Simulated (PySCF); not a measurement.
C2H10O2Si2, SMILES CO[Si@@](C)(O)[SiH3].

Coordinates come from a TPSSh-D3(BJ)/def2-SVP optimisation. The structure was generated by enumeration; whether it is a known compound was not checked. Other conformers were not sampled.

These are PBE/def2-TZVP run with PySCF values and carry that method's errors.

The total energy comes out as -811.28589 hartree and the highest occupied level is -6.13 eV. The lowest empty level comes out as -0.61 eV and the orbital gap is 5.52 eV. The dipole moment comes out as 2.20 D, the quadrupole, principal values (traceless, Buckingham form, about the centre of nuclear charge) is -2.91, -0.99, 3.90 D·Å and the mean static polarisability comes out as 89.8 bohr³ (13.31 Å³). The polarisability, principal values is 81.3, 88.2, 100.0 bohr³.
